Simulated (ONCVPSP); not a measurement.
# C (Z = 6): from the effect back to the setting (ONCV)

Base potential:

```
Element                 : C (Z = 6)
Generator               : ONCVPSP 4.0.1
Type                    : optimised norm-conserving Vanderbilt (ONCV)
Functional              : LDA (Perdew-Zunger)
Relativity              : scalar-relativistic
Frozen core             : [He]
Valence charge          : 4
Reference configuration : 2s2 2p2
Partial waves           : 2s: rc 1.15 bohr, ncon 4, nbas 7, qcut 6.8 1/bohr, 1 projector; 2p: rc 1.70 bohr, ncon 4, nbas 7, qcut 9.3 1/bohr, 1 projector; d scattering state at 0.03 Ha: rc 1.45 bohr, ncon 3, nbas 8, qcut 7.5 1/bohr, 3 projectors, debl 2.3 Ha
Local potential         : polynomial inside 0.70 bohr (lpopt 5, dvloc0 0 Ha)
Core correction         : Teter function, fcfact 3, rcfact 1.75
```

Cutoffs, loose and tight: the cutoffs (Ha) at which the residual kinetic energy of the hardest occupied pseudo-wave falls to 1 and 0.1 mHa per electron. They do not see the model core or the augmentation charge, which bear on the density cutoff. Test errors are all-electron minus pseudo excitation energies from the reference, over the configurations 2s2 2p1; 2s2 2p0; 2s1 2p0; 2s1 2p3; variants that change the core or the reference have their own tests.

Only the qcut of the s channel is moved:

```json
{"qcut of the s channel (1/bohr)": "4.3", "cutoff, loose": "67 Ha", "cutoff, tight": "89 Ha", "bound ghosts": "none", "largest test error (meV)": "+133", "median size of the test errors": "50.5 meV"}
{"qcut of the s channel (1/bohr)": "5.3", "cutoff, loose": "33 Ha", "cutoff, tight": "82 Ha", "bound ghosts": "none", "largest test error (meV)": "+129", "median size of the test errors": "45.2 meV"}
{"qcut of the s channel (1/bohr)": "5.9", "cutoff, loose": "22 Ha", "cutoff, tight": "74 Ha", "bound ghosts": "none", "largest test error (meV)": "+127", "median size of the test errors": "42.4 meV"}
{"qcut of the s channel (1/bohr)": "7.3", "cutoff, loose": "22 Ha", "cutoff, tight": "28 Ha", "bound ghosts": "none", "largest test error (meV)": "+123", "median size of the test errors": "37.7 meV"}
{"qcut of the s channel (1/bohr)": "8.4", "cutoff, loose": "22 Ha", "cutoff, tight": "28 Ha", "bound ghosts": "none", "largest test error (meV)": "+122", "median size of the test errors": "35.9 meV"}
{"qcut of the s channel (1/bohr)": "9.3", "cutoff, loose": "23 Ha", "cutoff, tight": "30 Ha", "bound ghosts": "none", "largest test error (meV)": "+121", "median size of the test errors": "35.1 meV"}
{"qcut of the s channel (1/bohr)": "10", "cutoff, loose": "24 Ha", "cutoff, tight": "31 Ha", "bound ghosts": "none", "largest test error (meV)": "+121", "median size of the test errors": "34.7 meV"}
```

Q: One more run gave cutoff, loose: 22 Ha; cutoff, tight: 42 Ha; bound ghosts: none; largest test error (meV): +125; median size of the test errors: 39.7 meV. Which value of the qcut of the s channel was used?

A: 6.6 1/bohr. The median size of the test errors moves one way along this sweep, from 50.5 meV at 4.3 to 34.7 meV at 10 1/bohr, which places the run between 5.9 and 7.3 1/bohr.
